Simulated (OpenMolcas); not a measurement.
Cu2+: moving or changing the point charges

Cu2+ among 6 point charges of -2.2 e arranged as an octahedron (Oh), 1.92 Å from the ion.

```json
{
  "Program": "OpenMolcas",
  "Method": "SS-CASPT2, IPEA 0.25 Eh, imaginary shift 0.1 Eh (closed shells correlated: 3s 3p)",
  "Basis": "ANO-RCC-VDZP [5s4p2d1f]",
  "Scalar Hamiltonian": "DKH2, point nucleus",
  "Active space": "9 electrons in 5 orbitals (3d)",
  "State averaging": "2S+1 = 2 even, 5 roots",
  "Spin-orbit coupling": "state interaction with AMFI integrals over the reference wave functions"
}
```

Runs around this geometry, states (labels of O, the rotations of Oh). Energies in cm-1 above the lowest state or level, χT in cm3 K/mol; 10Dq is the gap between the two states.

```json
{"R (Å)": "1.92", "q (e)": "-1.1", "Ground state": "2E", "First state of that spin": "2T2 2770", "10Dq": "2765", "First gap with spin-orbit (degeneracies)": "2240 (4, 2)", "χT at 300 K": "0.881"}
{"R (Å)": "1.92", "q (e)": "-2.2", "Ground state": "2E", "First state of that spin": "2T2 5510", "10Dq": "5514", "First gap with spin-orbit (degeneracies)": "4870 (4, 2)", "χT at 300 K": "0.661"}
{"R (Å)": "2.14", "q (e)": "-2.2", "Ground state": "2E", "First state of that spin": "2T2 3450", "10Dq": "3450", "First gap with spin-orbit (degeneracies)": "2880 (4, 2)", "χT at 300 K": "0.803"}
```

Taking |10Dq| as R^-n, n = -ln(3450 / 5514) / ln(2.14 / 1.92) = 4.3 between the shortest and longest distance. The point-charge formula for a cubic d site gives n = 5.

Scaling the charges by -1.1 / -2.2 = 0.50 scales |10Dq| by 2765 / 5514 = 0.50; with fixed orbitals a first-order splitting would follow the charge.

An orbital doublet at a regular site is open to a Jahn-Teller distortion, which this geometry leaves out. Free-ion shares, where given, are those of the reference states; single-state CASPT2 does not remix them. The ground term spreads over less than 5000 cm-1, several times less than with real ligands, so orbital moments are less quenched and χT lies further from the spin-only value than at real sites (holds for R = 1.92, q = -1.1; R = 2.14, q = -2.2). Point charges carry no covalency, so the field is a model and not that of real ligands. No measured value stands beside these numbers.
